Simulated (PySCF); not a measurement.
Ligand-field analysis of Fe5+

The free ion Fe5+ in its d3 configuration.

Method (PySCF 2.14, density fitting): CASSCF(3,5) with orbitals averaged over all microstates of the shell, strongly contracted NEVPT2 on the averaged canonical orbitals; basis x2c-TZVPall; spin-free X2C; gas phase; spin-orbit coupling by state interaction with the mean-field operator over all roots.

Spin-free states:

```
2S+1  deg.  free-ion term  CASSCF / cm⁻¹  NEVPT2 / cm⁻¹
   4     7        4F 1.00              0              0
   4     3        4P 1.00          22344          19296
   2     9        2G 1.00          22890          21286
   2     3        2P 1.00          30338          27601
   2     5        2D 1.00          33053          29027
   2    11        2H 1.00          30338          29457
   2     7        2F 1.00          52682          48061
   2     5        2D 1.00          82970          75353
```

Energies are counted from the ground state at NEVPT2 level. Weights follow the labels.

## Spin-orbit levels

```csv
E / cm⁻¹,deg.,J,make-up
0.0,4,3/2,1.00 4F
511.7,6,5/2,1.00 4F
1201.5,8,7/2,1.00 4F
2046.6,10,9/2,1.00 4F
19963.4,2,1/2,0.99 4P
20154.6,4,3/2,0.98 4P
20772.9,6,5/2,1.00 4P
22063.2,8,7/2,1.00 2G
22772.6,10,9/2,0.98 2G
28258.8,4,3/2,0.61 2P + 0.37 2D
```

Only the lowest levels are listed: 62 of 120 states.

Magnetism:

The lowest spin-orbit level is 4-fold with J = 3/2; the next lies at 511.7 cm⁻¹. μeff is 1.85 μB at 300 K and 0.81 μB at 10 K; the free-ion value g_J√(J(J+1)) for the Hund's-rule level J = 3/2 is 0.77 μB.

```tsv
T / K	χT / cm³ K mol⁻¹	μeff / μB
2	0.076	0.78
5	0.079	0.79
10	0.083	0.81
20	0.091	0.85
30	0.099	0.89
50	0.116	0.96
75	0.136	1.04
100	0.158	1.12
150	0.208	1.29
200	0.273	1.48
250	0.348	1.67
300	0.430	1.85
```

Powder magnetisation at 2 K: 0.03 μB at 0.5 T, 0.07 μB at 1 T, 0.13 μB at 2 T, 0.20 μB at 3 T, 0.30 μB at 5 T, 0.39 μB at 7 T.

Measured levels beside the computed ones:

| level | computed / cm⁻¹ | measured / cm⁻¹ |
| --- | --- | --- |
| 4F J = 3/2 | 0 | 0 |
| 4F J = 5/2 | 512 | 511 |
| 4F J = 7/2 | 1201 | 1188 |
| 4F J = 9/2 | 2047 | 2001 |
| 4P J = 1/2 | 19963 | 18738 |
| 4P J = 3/2 | 20155 | 18942 |
| 4P J = 5/2 | 20773 | 19611 |
| 2G J = 7/2 | 22063 | 20616 |
| 2G J = 9/2 | 22773 | 21315 |

Source of the measured levels: Corliss and Sugar, J. Phys. Chem. Ref. Data 11, 135 (1982).

The job took 3.3 s on one thread of Arm Neoverse V1 (shared host), with 48 basis functions, launched as `OMP_NUM_THREADS=1 python lf_run.py task.json out`.
